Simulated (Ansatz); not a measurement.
Several settings on one geometry of Si2S2 (the lowest singlet isomer of a short search) (that of the charge 0 singlet, PBE0-D4/def2-TZVP). Ansatz on 4 threads of Arm Neoverse V2 on a shared host; times are rough.

Cartesian coordinates in Å:
```
Si 1.3418 -0.2689 -0.3709
Si -1.1380 0.4598 0.7098
S -0.1548 -1.4733 0.6385
S -0.0490 1.2823 -0.9774
```

Totals from different functionals, basis sets or treatments of relativity can't be compared as stabilities.

The 6-31G sets use Cartesian d functions. LC-ωPBE has ω = 0.4 bohr⁻¹.

Give the basis size and estimate the energy, ⟨S²⟩ and time of these runs.

```tsv
run	method	charge	state	further keys
1	RKS B97M-V/6-31G*	0	singlet	scf: {omitted_lower_state_checks: [starts]}
2	UKS BHLYP/6-31G*	0	singlet	scf: {omitted_lower_state_checks: [starts]}
3	RKS LC-ωPBE/def2-mTZVP	0	singlet	scf: {lower_state_search: full}
```


```csv
run,functions,energy (Eh),⟨S²⟩,wall time
1,76,-1375.0098,–,1.9 s
2,76,-1375.3434,0.00,1.4 s
3,88,-1374.9784,–,0.75 s
```
